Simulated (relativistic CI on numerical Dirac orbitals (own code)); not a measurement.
# d1 to d9 in one octahedral field

Computed with a parametric ligand-field model without spin-orbit coupling, by exact diagonalisation: B = 620, C = 2650, 10Dq = 26300 cm⁻¹ (Oh; |10Dq|/B = 42.4) for every shell. Energies in cm⁻¹; the field energy is (0.6 n_e − 0.4 n_t2) × 10Dq of the ground term; g labels are left out.

```
Shell  Ground term  Electrons in e  Field energy  First spin-allowed bands  Lowest term of other spin
   d1          2T2           0.000        -10520                  2E 26300                           
   d2          3T1           0.013        -20696      3T2 24868, 3T1 32737                   1T2 9270
   d3          4A2           0.000        -31560      4T2 26300, 4T1 33092                   2E 12766
   d4          3T1           0.021        -41535       3E 23824, 3T1 24492                   1T2 7798
   d5          2T2           0.038        -51593      2A2 22989, 2T1 23206                  4T1 13762
   d6          1A1           0.029        -62355      1T1 24447, 1T2 33029                  3T1 18813
   d7           2E           1.020        -46810      2T1 24294, 2T2 24929                  4T1 13502
   d8          3A2           2.000        -31560      3T2 26300, 3T1 33092                   1E 10173
   d9           2E           3.000        -15780                 2T2 26300
```

Low spin: d4, d5, d6, d7; the other shells keep the spin of the free ion. Only d4 to d7 can choose; the field needed to pair spins is smallest for d6 and largest for d5, which loses most exchange energy. In the strong-field picture 10Dq must exceed about 6B + 5C = 16970 (d4), 7.5B + 5C = 17900 (d5), 2.5B + 4C = 12150 (d6) and 4B + 4C = 13080 (d7); mixing of terms shifts these bounds somewhat.
